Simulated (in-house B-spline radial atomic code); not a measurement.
Values are calculated unless marked as measured or tabulated.
**Softness against transferability: the 3p channel of Mn**

Mn, [Ar] 3d5 4s2, non-relativistic LDA (VWN5), spherical and spin-unpolarised, from an all-electron radial atomic-structure program (B-spline basis) (atomic units). The all-electron 3p level is ε = -1.991451 hartree, its outermost node lies just inside 0.32 bohr and its outer maximum at 0.75 bohr.

Troullier-Martins pseudo-orbitals are made for several radii. The cutoffs (hartree) are the plane-wave energies beyond which the orbital holds less than the named kinetic energy per electron. The phase error is the difference, pseudo minus all-electron, of arctan(R P'/P) at R = 1.36 bohr for all radii, half a hartree below and above the level.

| r_c (bohr) | V_l(0) (hartree) | cutoff for 10 mEh | for 1 mEh | for 0.1 mEh | phase error at ε − 0.5 (mrad) | at ε + 0.5 (mrad) |
| --- | --- | --- | --- | --- | --- | --- |
| 0.57 | -72.54 | 169 | 259 | > 450 | -2.4 | -0.5 |
| 0.66 | -22.68 | 91.9 | 171 | 257 | -1.5 | -0.3 |
| 0.75 | -9.13 | 22.6 | 55.8 | 115 | -1.1 | -0.2 |
| 0.85 | -7.51 | 24.2 | 58.8 | 107 | -1.0 | -0.2 |
| 0.95 | -8.60 | 22.3 | 52.8 | 85 | -1.3 | -0.3 |
| 1.06 | -9.73 | 22 | 42.3 | 58.3 | -2.0 | -0.4 |

Question: Which radius needs the lowest cutoff for 1 mEh while both phase errors stay within 1.6 mrad?

Answer: The radii within that limit are 0.66, 0.75, 0.85, 0.95 bohr; of these r_c = 0.95 needs the least, 52.8 hartree, that is 106 Ry or 1437 eV.

Question: What does the larger radius buy, and what does it cost?

Answer: From r_c = 0.57 to 1.06 bohr the cutoff for 1 mEh goes from 259 to 42.3 hartree, a factor of 6.12, against 3.46 for a pure 1/r_c² scaling, end to end; step by step it is 259, 171, 55.8, 58.8, 52.8, 42.3, and for 0.1 mEh > 450, 257, 115, 107, 85, 58.3; the number of plane waves goes as the cutoff to the power 3/2, here a factor of 15.2. The larger of the two phase errors is least at r_c = 0.85 bohr, 1.0 mrad; it is 2.4 at the smallest radius and 2.0 at the largest. These errors test the reference atom alone. The smallest radius lies well inside the outer maximum, where the nodeless form must bend sharply to keep the norm, so it is both harder and scatters less well than the next. Large radii also let the cores of neighbours overlap, which an atom doesn't show.
